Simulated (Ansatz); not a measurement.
Molecule: CBr$_{2}$Cl$_{2}$, charge 0, multiplicity 1. 
Structure (B3LYP-D3(BJ)/def2-TZVP (Ansatz, a program for electronic structure) minimum search):
```xyz
5

Cl    -1.6471    -0.8115    -0.8749
C     -0.3582    -0.1429     0.1386
Cl    -0.8472    -0.1836     1.8400
Br    -0.0029     1.7122    -0.3951
Br     1.2759    -1.2044    -0.0974
```
Charge 0, spin multiplicity 1.

Property: atomisation energy (electronic, to ground-state atoms), in kJ/mol. Valence correlation only, unless marked. Open shells are spin-unrestricted. Spin-orbit coupling is left out. Frozen are the shells of the preceding noble gas and the d and f shells that filled before the atom's block. Non-relativistic. The coupled-cluster limit lacks core correlation, which all-electron functionals hold. CBS marks a two-point X^-3 extrapolation of the correlation energy; Hartree-Fock from the larger set. The bracket is a focal-point correction in the basis named.

```
level                                                               program  atomisation energy (kJ/mol)
-----------------------------------------------------------  --------------  ---------------------------
BLYP-D4/def2-TZVPD                                           Ansatz + dftd4                       1206.1
r2SCAN/def2-TZVPD                                                    Ansatz                       1233.0
r2SCAN-D3(BJ)/def2-TZVPD                                     Ansatz + dftd3                       1238.7
PBE0/def2-TZVPD                                                      Ansatz                       1224.4
BHLYP-D4/def2-TZVPD                                          Ansatz + dftd4                       1089.8
HSE06-D4/def2-TZVPD                                          Ansatz + dftd4                       1247.9
CAM-B3LYP-D3(BJ)/def2-TZVPD                                  Ansatz + dftd3                       1164.4
LC-wPBE-D4/def2-TZVPD                                        Ansatz + dftd4                       1198.4
MP2/6-31G                                                            Ansatz                        806.6
CCSD/def2-QZVPPD                                                     Ansatz                       1115.8
CCSD(T)/6-31G*                                                       Ansatz                       1053.1
CCSD(T)/def2-QZVPP                                                   Ansatz                       1179.5
RI-MP2/CBS(def2-TZVPPD,def2-QZVPPD)+[CCSD(T)-MP2]/def2-SVPD          Ansatz                       1220.2
RI-MP2/CBS(def2-TZVPP,def2-QZVPP)+[CCSD(T)-MP2]/def2-QZVPP           Ansatz                       1206.9
CCSD(T)/CBS(def2-TZVPPD,def2-QZVPPD)                                 Ansatz                       1203.2
```
